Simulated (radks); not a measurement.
Spin polarisation of the 4s1 shell in Ca+. Start: [Ar] 4s(up 0.5, down 0.5); electrons of 4s are moved from spin down to spin up, other shells keep equal spins. Method: scalar-relativistic Kohn-Sham, r2SCAN, spin-polarised, spherical densities, finite nucleus; meta-GGA in the generalised Kohn-Sham scheme; Fermi nuclear charge, rms radius of each element as measured or else 0.836 A^(1/3) + 0.57 fm; computed with a radial shooting solver on a logarithmic mesh with Libxc functionals.

| moment (Bohr magnetons) | E - E(0) (eV) | e(4s up) (eV) | e(4s down) (eV) | 3p down minus up (eV) |
|---|---|---|---|---|
| 0 | 0.000 | -8.853 | -8.853 | 0.000 |
| 0.25 | -0.029 | -9.061 | -8.604 | 0.026 |
| 0.5 | -0.116 | -9.237 | -8.294 | 0.052 |
| 0.75 | -0.266 | -9.375 | -7.911 | 0.080 |

At moment 0.75 the spin-polarisation energy is -0.266 eV and the 4s exchange splitting 1.464 eV, that is 1.951 eV per Bohr magneton; E = -I m^2/4 would give I = 1.891 eV.
